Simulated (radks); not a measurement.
Q: These are the eigenvalues of the occupied orbitals of an atom or ion with whole-number occupations (hartree). Method: scalar-relativistic Kohn-Sham, PBE, spin-polarised, spherical densities, finite nucleus; Fermi nuclear charge, rms radius of each element as measured or else 0.836 A^(1/3) + 0.57 fm; computed with a radial shooting solver on a logarithmic mesh with Libxc functionals.

orbital  eigenvalue
1s up     -101.1636
1s down   -101.1543
2s up      -9.34151
2s down    -9.33128
2p up      -7.09694
2p down    -7.08626
3s up      -0.80649
3p up      -0.35370
3p down    -0.31708

Which element is it, and in what charge state? The configuration may be excited. Open shells, if any, are filled with parallel spins first.

A: Z = 17, chlorine, charge 0: Cl in [Ne] 3s1 3p6. The list shows which subshells hold electrons but not how many an open one holds; the 1s level, -101.16 hartree, gives Z - s = 14.2 by -(Z - s)^2/2, which with screening and relativity narrows Z to a few neighbours, and the depths of the outer levels then fix element, charge and occupations together.
